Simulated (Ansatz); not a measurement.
Geometry optimisation, UKS PBE-D4/def2-SVP in Ansatz.

Input:

```yaml
crystal:
  periodic: [false, false, false]
  atoms:
    - { symbol: B, position_ang: [-1.2495, -0.17549, -0.05062] }
    - { symbol: Si, position_ang: [-0.09104, -0.94544, 1.33342] }
    - { symbol: C, position_ang: [0.50848, 0.08382, -0.12925] }
    - { symbol: "N", position_ang: [-0.52069, 0.954, -0.34617] }
    - { symbol: H, position_ang: [1.35274, 0.08312, -0.80738] }
magnetization:
  spin_polarized: true
  initial_magnetization: 1
basis:
  gaussian: { orbitals: def2-SVP }
hamiltonian:
  xc: pbe
  dispersion: d4
relax:
  f_tol: 0.02
  max_steps: 40
output:
  orbitals: {}
```

Run as:

```bash
$ ansatz run input.yaml --threads 1 --pin off --max-ram 2048MiB --backend cpu --events-out ev --progress --plain --runs-dir out
```

Where does it end, and by what steps?

It converged. After 5 steps the energy has fallen by 0.076 eV; N4 moved furthest, 0.07 Å.

```
step  energy less start (eV)  largest force component (eV/Å)  accepted
   0                  0.0000                           1.136       yes
   1                 -0.0671                           0.324       yes
   2                 -0.0743                           0.140       yes
   3                 -0.0760                           0.064       yes
   4                 -0.0764                           0.025       yes
   5                 -0.0764                           0.011       yes
```

```xyz
5
Properties=species:S:1:pos:R:3
B -1.264 -0.190 -0.111
Si -0.077 -0.918 1.353
C 0.512 0.066 -0.126
N -0.539 0.976 -0.286
H 1.368 0.066 -0.831
```

Run time: 16 s on 1 thread of Arm Neoverse V2, on a shared host, peak memory 0.17 GiB.
